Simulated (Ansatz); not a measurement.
Input file for Ansatz (a program for electronic structure): U-CCSD(T)/cc-pVDZ on C (SMILES [C]).

Ansatz 0.2 input:
```yaml
crystal:
  periodic: [false, false, false]
  atoms:
    - {symbol: C, position_ang: [0.00000000, 0.00000000, 0.00000000]}
basis:
  gaussian:
    orbitals: cc-pVDZ
magnetization: {spin_polarized: true, initial_magnetization: 2}
correlation: {method: ccsd_t, electrons: outside_noble_gas}
scf: {omitted_lower_state_checks: [cluster_reference]}
```

Output:

```
WARN ansatz: RAYON_NUM_THREADS=1 ignored (pool sized by the plan → 1); use --threads N
Functional definition: HF
these checks for a lower state are left out or cut short: cluster_reference
integrals: 0.00 GiB planned
71 factors; integrals over basis functions are off by at most 9.1e-5 eV
mean field: 0.03 GiB planned
mean field evaluation 1: about -1025.2062 eV, gradient 5.9e0 eV
mean field evaluation 2: about -1025.2078 eV, gradient 5.9e0 eV
mean field evaluation 4: about -1025.5029 eV, gradient 2.3e-1 eV
mean field evaluation 8: about -1025.5031 eV, gradient 1.1e-3 eV
mean field evaluation 16: about -1025.5031 eV, gradient 1.5e-4 eV
mean field -1025.50311346 eV, -37.6865443086 hartree, gradient 3.9e-6 eV, S^2 2.006315; 3 other end points of the search recorded, 0 dependent functions left out
1 core orbitals not correlated
reference -1025.50311346 eV, -37.6865443086 hartree; 3, 1 occupied and 10, 12 virtual orbitals, 71 factors
second order -1.40859249 eV of doubles, -0.00000000 eV of singles
coupled cluster: 0.04 GiB planned
cycle   1  -1.78902051 eV  change   -3.8e-1 eV  update   4.6e-2
cycle   2  -1.97069914 eV  change   -1.8e-1 eV  update   2.0e-2
cycle   3  -1.98268988 eV  change   -1.2e-2 eV  update   4.9e-3
cycle   4  -1.98450831 eV  change   -1.8e-3 eV  update   6.7e-4
cycle   5  -1.98357380 eV  change    9.3e-4 eV  update   1.1e-4
cycle   6  -1.98398765 eV  change   -4.1e-4 eV  update   3.1e-5
cycle   7  -1.98386663 eV  change    1.2e-4 eV  update   1.1e-5
cycle   8  -1.98387535 eV  change   -8.7e-6 eV  update   1.4e-6
cycle   9  -1.98387536 eV  change   -1.5e-8 eV  update   1.5e-7
perturbative correction -0.02520520 eV, -0.0009262741 hartree
Total energy: -1027.51219402 eV, -37.7603766576 hartree
Checks for a lower state left out: cluster_reference
```

The run converged.

Cost: around 0.4 core-seconds (rough).
